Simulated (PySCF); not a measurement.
A GIAO shielding run with PySCF 2.14 (density fitting, non-relativistic, gas phase) on SMILES C([SiH2]C[SiH2]OC)Cl, C₃H₁₁ClOSi₂:

```
{"job": {"kind": "nmr", "xc": "PBE0", "basis": "pcSseg-1"}, "charge": 0, "multiplicity": 1}
C      2.604950     1.057421    -0.332285
O      1.475341     0.268761    -0.120661
Si     0.948253    -0.976713    -1.020120
C     -0.565717    -1.565004    -0.044951
Si    -1.658250    -0.205395     0.695686
C     -2.047270     1.094243    -0.654123
Cl    -2.823684     0.291925    -2.044683
H      2.680049     1.768890     0.490890
H      2.527439     1.604304    -1.275385
H      3.509627     0.445750    -0.362841
H      0.619908    -0.538336    -2.381588
H      1.971725    -2.026449    -1.127287
H     -0.243944    -2.223389     0.759799
H     -1.158810    -2.182920    -0.716783
H     -1.018787     0.516035     1.800842
H     -2.941278    -0.761597     1.146214
H     -2.737865     1.863703    -0.317946
H     -1.150447     1.575087    -1.035955
```

Hardware: 1 thread of an Arm Neoverse N1, shared host. The job also computes population analyses, field gradients.

Question: How large is the calculation?

Answer: 82 electrons, 195 basis functions and 1083 auxiliary functions.

Question: How long does it take?

Answer: 51 s of wall time, with 14 SCF cycles and 4 response iterations. Times on a shared host scatter by some tens of per cent.
